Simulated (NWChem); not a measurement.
ZrH4; SMILES [ZrH4]

```xyz
5

Zr     0.0000     0.0000     0.0000
H      1.5056    -1.0486     0.1844
H     -1.4813    -1.0803    -0.1977
H      0.1788     1.0760    -1.4869
H     -0.2031     1.0530     1.5002
```
Atoms are numbered in this order, from 1.

Computed with NWChem. The geometry was optimised at PBE0/def2-SVP. def2 effective core potentials on Zr; no spin-orbit coupling. B3LYP is NWChem's, with the RPA form of VWN correlation. Static field.

| level | isotropic polarisability (bohr³) | anisotropy (bohr³) |
|---|---|---|
| PBE/def2-SVPD | 55.6 | 0.0 |
| B3LYP/def2-SVPD | 53.6 | 0.0 |
| BHandHLYP/def2-SVPD | 51.4 | 0.0 |
| LDA (Slater exchange, VWN5)/def2-SVPD | 57.0 | 0.0 |
